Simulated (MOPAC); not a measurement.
MOPAC input (PM6):

```
PM6 FORCE THERMO(298,298) PRECISE LET CHARGE=-1 GEO-OK AUX(PRECISION=9) THREADS=1
CH6BO2Si

C     2.25112893 1   -0.10065791 1    0.59825536 1
Si    0.80105948 1    0.78029637 1   -0.25166359 1
B    -1.12060732 1   -0.18355774 1   -0.16480610 1
O    -2.21164344 1    0.22394632 1   -0.65893534 1
O    -1.09601027 1   -1.44051938 1    0.55660982 1
H     2.36349626 1   -1.10143959 1    0.15846535 1
H     3.20497431 1    0.42270300 1    0.52954093 1
H     2.00300489 1   -0.24749578 1    1.65863327 1
H     1.21792250 1    1.01159827 1   -1.67429909 1
H     0.73405975 1    2.15775995 1    0.33927024 1
H    -1.97733166 1   -1.81724646 1    0.55926905 1
```

Output:

```
 *******************************************************************************
 **                                                                           **
 **                              MOPAC v23.2.5                                **
 **                                                                           **
 *******************************************************************************
 ** MOPAC's Digital Object Identifier: https://doi.org/10.5281/zenodo.6511958 **
 **                                                                           **
 ** Please cite the open-source release paper for use of this MOPAC version:  **
 ** J. E. Moussa and J. J. P. Stewart (2026)                                  **
 ** MOPAC: An open-source semiempirical molecular orbital program             **
 ** J. Open Source Softw., 11(119), 8025, https://doi.org/10.21105/joss.08025 **
 *******************************************************************************

                              PM6 CALCULATION RESULTS

 *******************************************************************************
 *  PM6        - The PM6 Hamiltonian to be used
 *  GEO-OK     - OVERRIDE INTERATOMIC DISTANCE AND OTHER SAFETY CHECKS
 *
 *
 *
 *                 CHARGE ON SYSTEM = -1
 *
 *
 *
 *  LET        - OVERRIDE SOME SAFETY CHECKS
 *  PRECISE    - TIGHTER CRITERIA TO BE USED
 *  FORCE      - FORCE CALCULATION SPECIFIED
 *  AUX        - OUTPUT AUXILIARY INFORMATION
 *  THERMO     - THERMODYNAMIC QUANTITIES TO BE CALCULATED
 *******************************************************************************
PM6 FORCE THERMO(298,298) PRECISE LET CHARGE=-1 GEO-OK AUX(PRECISION=9) THREADS=1
 CH6BO2Si

   ATOM   CHEMICAL          X               Y               Z
  NUMBER   SYMBOL      (ANGSTROMS)     (ANGSTROMS)     (ANGSTROMS)

     1       C          2.25112893  *  -0.10065791  *   0.59825536  *
     2      Si          0.80105948  *   0.78029637  *  -0.25166359  *
     3       B         -1.12060732  *  -0.18355774  *  -0.16480610  *
     4       O         -2.21164344  *   0.22394632  *  -0.65893534  *
     5       O         -1.09601027  *  -1.44051938  *   0.55660982  *
     6       H          2.36349626  *  -1.10143959  *   0.15846535  *
     7       H          3.20497431  *   0.42270300  *   0.52954093  *
     8       H          2.00300489  *  -0.24749578  *   1.65863327  *
     9       H          1.21792250  *   1.01159827  *  -1.67429909  *
    10       H          0.73405975  *   2.15775995  *   0.33927024  *
    11       H         -1.97733166  *  -1.81724646  *   0.55926905  *

          CARTESIAN COORDINATES

    NO.       ATOM           X           Y           Z

     1         C          2.2511     -0.1007      0.5983
     2        Si          0.8011      0.7803     -0.2517
     3         B         -1.1206     -0.1836     -0.1648
     4         O         -2.2116      0.2239     -0.6589
     5         O         -1.0960     -1.4405      0.5566
     6         H          2.3635     -1.1014      0.1585
     7         H          3.2050      0.4227      0.5295
[...]
 VIBRATION         23    9A"          ATOM PAIR      ENERGY CONTRIBUTION    RADIAL
 FREQUENCY          2090.05         Si 2 -- H  9         +49.8% ( 70.7%)     98.1%
 TRANSITION DIPOLE   0.1065         Si 2 -- H 10         +49.8% ( 70.7%)     98.1%
 TRAVEL (Ang.)       0.2513         C  1 -- Si 2          +0.2% (  4.8%)      0.0%
 REDUCED MASS        0.5110         Si 2 -- B  3          +0.2% (  4.8%)      0.0%
 EFFECTIVE MASS      1.4057
 FORCE CONSTANT      1.3152

 VIBRATION         24   15A'          ATOM PAIR      ENERGY CONTRIBUTION    RADIAL
 FREQUENCY          2523.16         O  5 -- H 11         +99.7% ( 99.8%)     97.8%
 TRANSITION DIPOLE   0.7702         B  3 -- O  5          +0.3% (  5.1%)     10.0%
 TRAVEL (Ang.)       0.1679
 REDUCED MASS        0.9485
 EFFECTIVE MASS      1.2989
 FORCE CONSTANT      3.5577

 VIBRATION         25   10A"          ATOM PAIR      ENERGY CONTRIBUTION    RADIAL
 FREQUENCY          2688.84         C  1 -- H  6         +49.2% ( 72.1%)     97.4%
 TRANSITION DIPOLE   0.7327         C  1 -- H  8         +49.2% ( 72.1%)     97.4%
 TRAVEL (Ang.)       0.2231         C  1 -- Si 2          +0.9% (  9.5%)      0.0%
 REDUCED MASS        0.5037         C  1 -- H  7          +0.8% (  9.2%)      0.0%
 EFFECTIVE MASS      1.4664
 FORCE CONSTANT      2.1457

 VIBRATION         26   16A'          ATOM PAIR      ENERGY CONTRIBUTION    RADIAL
 FREQUENCY          2705.90         C  1 -- H  7         +57.9% ( 78.2%)     99.1%
 TRANSITION DIPOLE   0.6471         C  1 -- H  8         +20.6% ( 46.6%)     87.7%
 TRAVEL (Ang.)       0.2363         C  1 -- H  6         +20.6% ( 46.6%)     87.7%
 REDUCED MASS        0.4461         C  1 -- Si 2          +0.9% (  9.8%)      0.2%
 EFFECTIVE MASS      1.4826
 FORCE CONSTANT      1.9245

 VIBRATION         27   17A'          ATOM PAIR      ENERGY CONTRIBUTION    RADIAL
 FREQUENCY          2768.28         C  1 -- H  7         +41.6% ( 62.3%)     97.7%
 TRANSITION DIPOLE   0.7090         C  1 -- H  6         +29.1% ( 52.0%)     95.7%
 TRAVEL (Ang.)       0.2693         C  1 -- H  8         +29.1% ( 52.0%)     95.7%
 REDUCED MASS        0.3359         C  1 -- Si 2          +0.2% (  4.2%)     99.3%
 EFFECTIVE MASS      1.1194
 FORCE CONSTANT      1.5168

      SYMMETRY NUMBER FOR POINT-GROUP Cs  =  1

          SYSTEM IS A GROUND STATE

 CH6BO2Si

          MOLECULE IS NOT LINEAR

          THERE ARE 27 GENUINE VIBRATIONS IN THIS SYSTEM
          THIS THERMODYNAMICS CALCULATION IS LIMITED TO
          MOLECULES WHICH HAVE NO INTERNAL ROTATIONS

                    CALCULATED THERMODYNAMIC PROPERTIES
                                          *
   TEMP. (K)   PARTITION FUNCTION   H.O.F.    ENTHALPY  HEAT CAPACITY ENTROPY
                                   KCAL/MOL   CAL/MOLE    CAL/K/MOL  CAL/K/MOL

 298.00  VIB.     0.5123D+03                  3266.9828    20.8781    23.3611
         ROT.     0.1733D+06                   888.2803     2.9808    26.9518
         INT.     0.8878D+08                  4155.2631    23.8589    50.3129
         TRA.     0.8111D+27                  1480.4672     4.9680    39.3668
         TOT.                     -150.527    5635.7302    28.8269    89.6797

   *: NOTE: HEATS OF FORMATION ARE RELATIVE TO THE
            ELEMENTS IN THEIR STANDARD STATE AT 298K
              (=  Standard Enthalpy of Formation).

            Hvib:  Zero-point energy is not included.
                   frequencies of less than zero cm-1 are not included.
            Hrot = (3/2)RT
            Htra = (3/2)RT + pV = (5/2)RT

            Heat capacity is Cp, not Cv

          For more information, see: HTTP://OpenMOPAC.net/Manual/thermochemistry.html

           FORCE CONSTANT IN CARTESIAN COORDINATES (Millidynes/A)

    ATOM   CHEMICAL       X               Y               Z
   NUMBER   SYMBOL  FORCE CONSTANT  FORCE CONSTANT  FORCE CONSTANT

      1       C        5.164304        5.845556        5.653825
      2      Si        4.497967        3.604385        3.988189
      3       B        9.718839        3.830344        1.258694
      4       O        9.497334        0.806631        0.223499
      5       O        3.476941        4.769325        0.323046
      6       H        0.856378        1.391862        2.812013
      7       H        1.101751        3.495646        0.514351
      8       H        0.856391        1.391861        2.812001
      9       H        0.487070        0.898530        1.657778
     10       H        0.487064        0.898532        1.657783
     11       H        0.936776        3.183211        0.122633

 **********************
 *                    *
 * JOB ENDED NORMALLY *
 *                    *
 **********************

 == MOPAC DONE ==
```

The dipole moment of an ion depends on the origin.
